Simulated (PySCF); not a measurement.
W(NH)2(Br)(SH) (BrH3N2SW), SMILES [SH][W]([Br])(=[NH])=[NH], multiplicity 1.

Coordinates come from a r2SCAN-D4/def2-SVP optimisation. The multiplicity is an assumed one; other spin states were not compared. The def2 effective core potentials stand for the cores of W; spin–orbit coupling is left out. Other conformers were not sampled.

Method: HF/def2-TZVP (PySCF).

Isolated molecule, no solvent.

```
Item                                                                                                             Value
---------------------------------------------------------------------------------------------  -----------------------
total energy                                                                                       -3147.14435 hartree
highest occupied level                                                                                       -10.28 eV
lowest empty level                                                                                             1.02 eV
orbital gap                                                                                                   11.30 eV
dipole moment                                                                                                   2.52 D
quadrupole, principal values (traceless, Buckingham form, about the centre of nuclear charge)   -10.25, 1.87, 8.38 D·Å
mean static polarisability                                                                       90.8 bohr³ (13.46 Å³)
polarisability, principal values                                                               84.7, 87.5, 100.3 bohr³
```
